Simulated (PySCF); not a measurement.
Write Cartesian coordinates for Zn(tBu)2 (`C[C](C)(C)[Zn][C](C)(C)C`) as optimised with PBE0-D3(BJ)/def2-SVP. (Singlet state.)

```xyz
27
C8H18Zn angstrom
Zn    -0.0072   -0.0129    0.0008
C     -0.0059   -0.0025    1.9865
C     -1.4309    0.2063    2.4953
C      0.8880    1.1329    2.4829
C      0.5308   -1.3388    2.4961
H     -1.4539    0.2160    3.6043
H     -1.8606    1.1643    2.1580
H     -2.1143   -0.5957    2.1691
H      0.5314    2.1229    2.1525
H      1.9312    1.0264    2.1403
H      0.9166    1.1536    3.5917
H      1.5651   -1.5298    2.1636
H     -0.0856   -2.1919    2.1661
H      0.5416   -1.3603    3.6052
C     -0.0075   -0.0081   -1.9848
C      1.4157   -0.2318   -2.4921
C     -0.5219    1.3432   -2.4782
C     -0.9168   -1.1225   -2.4987
H      1.4415   -0.2321   -3.6012
H      2.1089    0.5586   -2.1582
H      1.8321   -1.1981   -2.1617
H      0.1097    2.1817   -2.1396
H     -1.5522    1.5486   -2.1427
H     -0.5327    1.3785   -3.5870
H     -1.9619   -0.9960   -2.1701
H     -0.5840   -2.1209   -2.1698
H     -0.9296   -1.1372   -3.6077
```

Any rigid rotation of these coordinates is as good. Atoms count from 1 in this order. All 6 C–C bonds measure 1.527 to 1.528 Å. Zn1 (zinc bonded to 2 C) is linear (angle 179.6°).

Bonds between heavy atoms (Å): Zn1–C2 1.986, Zn1–C15 1.986, C2–C3 1.527, C2–C4 1.528, C2–C5 1.528, C15–C16 1.527, C15–C17 1.528, C15–C18 1.527.

Computed, not measured: PBE0-D3(BJ)/def2-SVP geometry optimisation, gas phase (PySCF 2.14.0).

PBE0-D3(BJ)/def2-SVP frequencies: not computed here.
